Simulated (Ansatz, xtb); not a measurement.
**Two isomers of CH8N2OSi2**

We compare a, `N[SiH2]N[SiH2]C=O`, a singlet, with b, `N[Si@@H](C=O)N[SiH3]`, a singlet. Both are isolated molecules in the gas phase, relaxed with B3LYP-D3(BJ)/def2-SVP, each in the lowest conformer that the search found.

Task: Which of the two would you expect CCSD(T)/def2-SVP + ΔMP2/def2-TZVPP electronic energies to favour?

Result: Structure b; the calculation gives E(b) − E(a) = −6.55 kJ/mol.

How the difference moves with the method:

| level | geometry | E(b) − E(a) (kJ/mol) | departure from the last row (kJ/mol) | job, with rough time for the two |
| --- | --- | --- | --- | --- |
| B3LYP-D3(BJ)/def2-SVP | B3LYP-D3(BJ)/def2-SVP | −7.55 | −1.00 | optimisation, 5.4 min |
| HF/def2-SVP | B3LYP-D3(BJ)/def2-SVP | −9.41 | −2.85 | part of the CCSD(T) run |
| MP2/def2-SVP | B3LYP-D3(BJ)/def2-SVP | −7.71 | −1.16 | part of the CCSD(T) run |
| CCSD(T)/def2-SVP | B3LYP-D3(BJ)/def2-SVP | −7.07 | −0.52 | single point |
| CCSD(T)/def2-SVP + ΔMP2/def2-TZVPP | B3LYP-D3(BJ)/def2-SVP | −6.55 |  | single point, 94 s |

As drawn, both hold the same kinds of bond in the same numbers.

None of the levels shown reverses the order. The largest departure from CCSD(T)/def2-SVP + ΔMP2/def2-TZVPP is that of HF/def2-SVP, 2.85 kJ/mol. Levels run at GFN2-xTB geometries aren't shown. The last row adds to CCSD(T) the change of the MP2 difference between the two basis sets, here +0.52 kJ/mol.

With thermal terms from frequencies at re-optimised GFN2-xTB minima (ideal gas, soft modes damped towards free rotors, one conformer each, 298.15 K, 1 atm): on the last row, ΔE + ΔZPE = −10.92, ΔH = −8.44, ΔG = −15.84 kJ/mol.

The correlated steps freeze 14 core orbitals. Mirror images aren't counted in ΔG. Codes used: Ansatz 0.2.0, xtb 6.7.1; the last row on 2 threads of Arm Neoverse V2 on a shared host.
